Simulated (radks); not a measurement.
Values are calculated unless marked as measured or tabulated.
All-electron atom: Mn2+ in [Ar] 3d5 (the NIST ground configuration). Level of theory: scalar-relativistic Kohn-Sham, PBE, spin-unpolarised, spherical densities, finite nucleus; Fermi nuclear charge, rms radius 3.7057 fm (a radial shooting solver on a logarithmic mesh with Libxc functionals).

Local quantities along the radius. ELF = 1/(1 + alpha^2) is the electron localisation function; alpha = (tau - tau_W)/tau_unif compares the Pauli kinetic energy density with that of the uniform gas; r v_xc is r times the local exchange-correlation potential (hartree bohr); 4 pi r^2 rho is in e/bohr; s = |grad rho|/(2 (3 pi^2)^(1/3) rho^(4/3)) is the reduced gradient. tau is taken from the large components.

r (bohr),ELF,alpha,r v_xc,4 pi r^2 rho,s
0.002003,1.000,0.01562,-0.08163,0.5375,0.4910
0.002629,1.000,0.01581,-0.09344,0.8893,0.4679
0.003451,1.000,0.01634,-0.1091,1.457,0.4527
0.004494,1.000,0.01726,-0.1288,2.324,0.4444
0.005899,1.000,0.01878,-0.1545,3.699,0.4419
0.007743,1.000,0.02114,-0.1865,5.758,0.4456
0.01016,0.999,0.02485,-0.2253,8.711,0.4559
0.01334,0.999,0.03087,-0.2713,12.69,0.4739
0.01737,0.998,0.04075,-0.3220,17.46,0.5006
0.0228,0.996,0.05932,-0.3780,22.79,0.5406
0.02993,0.991,0.09681,-0.4335,27.45,0.5967
0.03928,0.968,0.1813,-0.4812,29.93,0.6714
0.05156,0.868,0.3902,-0.5137,29.16,0.7543
0.06768,0.561,0.8850,-0.5287,25.86,0.7857
0.08812,0.297,1.538,-0.5336,23.26,0.6402
0.1157,0.338,1.401,-0.5910,24.76,0.3706
0.1518,0.627,0.7714,-0.7385,30.14,0.2992
0.1993,0.812,0.4807,-0.8510,33.15,0.4167
0.2616,0.798,0.5026,-0.8682,27.80,0.6287
0.3406,0.443,1.122,-0.7875,17.62,0.8336
0.4471,0.155,2.330,-0.6827,11.72,0.5328
0.5868,0.475,1.051,-0.8990,13.36,0.2136
0.7703,0.772,0.5437,-1.053,14.88,0.3780
1.011,0.752,0.5748,-1.044,11.20,0.6371
1.317,0.532,0.9373,-0.9035,5.817,0.9740
1.728,0.199,2.008,-0.7088,2.170,1.468
2.268,0.048,4.443,-0.5481,0.6524,2.234
2.977,0.010,9.823,-0.4389,0.1549,3.861
3.908,0.001,28.12,-0.3155,0.02345,8.438
5.089,0.000,126.4,-0.1597,0.001862,23.48

On this mesh the ELF has minima near r = 0.10, 0.45 bohr, which separate the shells, and maxima near 0.23 (0.83), 0.88 (0.79).
